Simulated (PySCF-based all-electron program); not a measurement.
**Forces on IO₂F, singlet in several shapes**

All-electron Kohn–Sham DFT on the free molecule, computed near the basis limit with an in-house program on PySCF integrals; Koelling–Harmon scalar relativity, no spin–orbit coupling, spin-restricted. Forces are good to about 0.024 eV/Å. Atoms are numbered as listed.

Shape A:

```
atom    x (Å)   y (Å)    z (Å)
   I   0.0000  0.0000   0.0000
   O   0.0000  0.0000   1.7865
   O   1.6834  0.1480  -0.5797
   F  -0.6738  1.7997  -0.3669
```

PBE forces:

```json
{"atom": "I1", "Fx": "0.216", "Fy": "0.225", "Fz (eV/Å)": "0.167"}
{"atom": "O2", "Fx": "0.029", "Fy": "-0.002", "Fz (eV/Å)": "-0.340"}
{"atom": "O3", "Fx": "-0.312", "Fy": "-0.032", "Fz (eV/Å)": "0.138"}
{"atom": "F4", "Fx": "0.067", "Fy": "-0.191", "Fz (eV/Å)": "0.036"}
```

What forces does LDA give in shape A?

The forces move by 0.764 eV/Å (r.m.s. over the atoms) from PBE.

```
atom      Fx      Fy  Fz (eV/Å)
  I1   0.700   0.836      0.549
  O2   0.040   0.012     -1.110
  O3  -1.034  -0.082      0.399
  F4   0.295  -0.766      0.162
```

Shape B:

```tsv
atom	x (Å)	y (Å)	z (Å)
I	0.0000	0.0000	0.0000
O	0.0000	0.0000	1.6079
O	1.6834	0.1480	-0.5797
F	-0.6738	1.7997	-0.3669
```

Against shape A, I1–O2 goes from 1.787 to 1.608 Å.

PBE forces:

```tsv
atom	Fx	Fy	Fz (eV/Å)
I1	0.064	0.164	-11.234
O2	0.118	0.083	10.896
O3	-0.250	-0.034	0.228
F4	0.068	-0.212	0.110
```

What forces does LDA give in shape B?

The forces move by 0.880 eV/Å (r.m.s. over the atoms) from PBE.

| atom | Fx | Fy | Fz (eV/Å) |
| --- | --- | --- | --- |
| I1 | 0.540 | 0.770 | -10.591 |
| O2 | 0.136 | 0.104 | 9.854 |
| O3 | -0.974 | -0.084 | 0.497 |
| F4 | 0.298 | -0.790 | 0.240 |
